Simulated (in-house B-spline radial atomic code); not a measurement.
Atomic self-consistent-field run: the indium ion In⁺. Computed with a radial B-spline atomic code at the basis-set limit: Dirac-Hartree-Fock, average of configuration, Fermi nucleus of rms radius 4.6156 fm, inside a hard spherical wall at 2.74 bohr.

Command:
```bash
python run_scf.py task.json out
```
Settings (nuclear radius in fm, mass in u):
```
Z                49
configuration    [Ar] 3d10 4s2 4p5 4d10 4f1 5s2
hamiltonian      dirac
method           hf
spin_polarised   False
nucleus          fermi
rms_radius       4.6156
atomic_mass      114.90388
speed_of_light   137.035999084
wall_radius      2.74
```

Output (hartree, bohr):
```
 radial grid: 60 intervals, B-splines of order 8, outer radius 2.74 bohr

 iter        energy (Eh)    residual
    1       -5872.906251    5.77e-01
    2       -5873.517161    1.15e-01
    3       -5873.793743    2.57e-02
    4       -5873.804540    6.82e-03
    5       -5873.804869    2.90e-03
    6       -5873.805022    2.51e-04
    7       -5873.805024    2.78e-05
    8       -5873.805024    2.08e-06
    9       -5873.805024    9.79e-08

 total energy                     -5873.80502
 kinetic                            6184.4364
 electron-nucleus                 -14273.6920
 electron-electron                  2215.4506

 first-order corrections (not in the total)
   Gaunt                             4.5886
   retardation                      -0.4668
   frequency dependence             -0.0383
   self-energy                       3.1110
   Uehling                          -0.3989
   Wichmann-Kroll                    0.0080

 orbital      occ     eigenvalue          <r>       <r^2>       <1/r>     <1/r^2>       <r^4>       r_max    small
 1s1/2      2.000     -1032.7989    0.0297052  0.00119404     51.8593     5789.57 3.72094e-06     0.01922  3.23e-02
 2s1/2      2.000      -157.9307     0.127911   0.0193562     12.0249     664.652 0.000648306      0.1086  6.85e-03
 2p1/2      2.000      -146.8234     0.108555   0.0144854     11.9669     213.083  0.00042355     0.08393  6.83e-03
 2p3/2      4.000      -139.0368     0.113784    0.015787     11.1847     170.407 0.000493986     0.08833  6.53e-03
 3s1/2      2.000       -31.3801     0.346329    0.137237     4.25181     130.301   0.0287703      0.3146  1.98e-03
 3p1/2      2.000       -26.8412     0.338523    0.133213      4.1438     41.5448   0.0285307      0.3019  1.91e-03
 3p3/2      4.000       -25.3921     0.349273    0.141618     3.95606     33.5812    0.032161      0.3118  1.83e-03
 3d3/2      4.000       -17.4865     0.321094    0.122382     3.79102     18.1176   0.0276534      0.2567  1.71e-03
 3d5/2      6.000       -17.1938     0.324561    0.124895     3.74199     17.5597    0.028718      0.2595  1.68e-03
 4s1/2      2.000        -5.2106     0.850123    0.817098     1.62368     24.8805    0.994061      0.7693  4.98e-04
 4p1/2      1.667        -3.7121      0.90754    0.939981     1.50077     7.52512     1.35933      0.8023  4.38e-04
 4p3/2      3.333        -3.4601     0.935081    0.997292      1.4447     6.13603     1.52465      0.8258  4.17e-04
 4d3/2      4.000        -0.9641      1.10348     1.40156     1.17954     2.56579     3.05614      0.9249  2.92e-04
 4d5/2      6.000        -0.9287      1.11422      1.4273     1.16528     2.48193     3.15461      0.9351  2.86e-04
 4f5/2      0.429         1.2357       1.4786     2.41615    0.778916    0.741994     7.88344        1.53  1.38e-04
 4f7/2      0.571         1.2348      1.48021     2.42043    0.777538    0.738547     7.90307       1.532  1.37e-04
 5s1/2      2.000         0.1769      1.66815     3.02548    0.788851     6.94532     11.2636       1.763  1.84e-04
```

Cost of the run: 0.52 s on 1 thread of Intel(R) Xeon(R) 6975P-C, with other jobs on the host.

For the Dirac Hamiltonian the kinetic term is c α·p + (β - 1)c².
